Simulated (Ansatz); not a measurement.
Reaction (redistribution): `O=C=N[SiH](F)Cl` + `[CH3][InH][Br]` → `C[Si](F)(Cl)N=C=O` + `[Br][InH2]`

Program: Ansatz. Geometries: PBE0-D4/def2-TZVP. ΔE: electronic, gas phase. CCSD(T)/CBS is the MP2 limit (def2-TZVPP, def2-QZVPP) plus CCSD(T) − MP2 in def2-TZVPP, frozen cores. Functionals use def2-TZVPP. HSE06 is defined as in plane-wave codes. def2 core potentials past Kr. For Br, In outer-core shells are correlated without core-valence functions, which leaves a few kJ/mol of doubt a bond. Scalar relativity is left out up to krypton. One conformer a species, not always the lowest.

```tsv
level	ΔE (eV)
r2SCAN0-D4	-0.36
HSE06-D4	-0.34
PBE	-0.29
r2SCAN0	-0.35
CCSD/def2-SVP	-0.33
HF/def2-QZVPP	-0.32
SCS-MP2/def2-QZVPP	-0.22
MP2/CBS(def2)	-0.21
```

(1) What does CCSD(T)/CBS give? (An estimate is asked.)

Largest T1 diagnostic among the species: 0.014.

## Answers

(1) Ansatz gave: -0.26 eV. The listed levels differ from it by -0.10, -0.08, -0.03, -0.09, -0.07, -0.06, 0.04, 0.05 eV.

At CCSD(T), def2-SVP lies −0.07 eV from the extrapolated value and def2-TZVPP −0.01 eV. The D4 term adds −0.05 eV with B3LYP and −0.02 eV with PBE0; it sums over pairs of atoms, weighted by their polarisabilities, and B3LYP, whose exchange is more repulsive, gets the larger term. In def2-TZVPP, CCSD(T) changes the Hartree–Fock value by +0.06 eV (the triples alone add +0.01 eV) and MP2 by +0.11 eV.

B3LYP here is the variant with VWN-RPA as its local correlation; programs differ in this.
